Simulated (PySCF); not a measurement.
# Dipole moment and polarisability across levels of theory

Compound: GeH7NSi.
Cartesian coordinates in Å at the PBE0-D3(BJ)/def2-SVP level; atoms count from 1:
```
atom  x, y, z in Å
N1     1.544    0.773    0.628
Si2    0.559   -0.621    0.308
Ge3   -1.714    0.060    0.485
H4     2.548    0.661    0.722
H5     1.330    1.642    0.151
H6     0.744   -1.273   -1.036
H7     0.881   -1.660    1.333
H8    -2.672   -1.092    0.123
H9    -1.995    1.229   -0.484
H10   -2.048    0.541    1.910
```

PySCF, dipoles from the SCF density, polarisabilities from static response with core orbitals frozen. Geometry: PBE0-D3(BJ)/def2-SVP, one conformer, isolated molecule. The LDA/def2-SVPD calculation is non-relativistic and has no spin–orbit coupling, an omission that weighs most on germanium.

Problem. How do dipole and polarisability depend on functional and basis here?

Solution. 

```csv
level,μ (D),α (au),anisotropy (au)
LDA/def2-SVPD,1.450,77.32,21.77
PBE/def2-SVPD,1.457,75.40,20.94
B3LYP/def2-SVPD,1.466,73.09,19.33
PBE0/def2-SVPD,1.451,72.46,18.95
BHandHLYP/def2-SVPD,1.464,70.11,17.40
CAM-B3LYP/def2-SVPD,1.462,71.85,18.14
wB97X-D/def2-SVPD,1.459,71.91,18.03
LC-wPBE/def2-SVPD,1.462,70.00,16.89
HF/def2-SVPD,1.514,66.83,14.87
PBE0/6-31G*,1.613,58.10,19.47
PBE0/def2-SVP,1.605,62.83,16.46
PBE0/aug-cc-pVDZ,1.403,74.00,18.76
PBE0/def2-TZVP,1.560,69.05,18.16
PBE0/def2-TZVPD,1.446,73.38,18.93
```

The anisotropy is √(½[(α1 − α2)² + (α2 − α3)² + (α3 − α1)²]). The dipole runs from 1.40 D (PBE0/aug-cc-pVDZ) to 1.61 D (PBE0/6-31G*). No reference polarisability is at hand; against PBE0 in the largest diffuse basis at hand (def2-TZVPD) the other PBE0 rows deviate by 6-31G* -21%, def2-SVP -14%, def2-SVPD -1%, aug-cc-pVDZ +1%, def2-TZVP -6%. In one basis (def2-SVPD) the functionals order the polarisability from HF (lowest) to LDA (highest), a spread of 16%. With PBE0 the polarisability is 63.33 au without diffuse functions (mean of 6-31G*, def2-SVP and def2-TZVP) and 73.28 au with them (mean of def2-SVPD, aug-cc-pVDZ and def2-TZVPD).

Without π bonds the low states are Rydberg-like; a valence basis with one diffuse set may place them up to an eV too high.
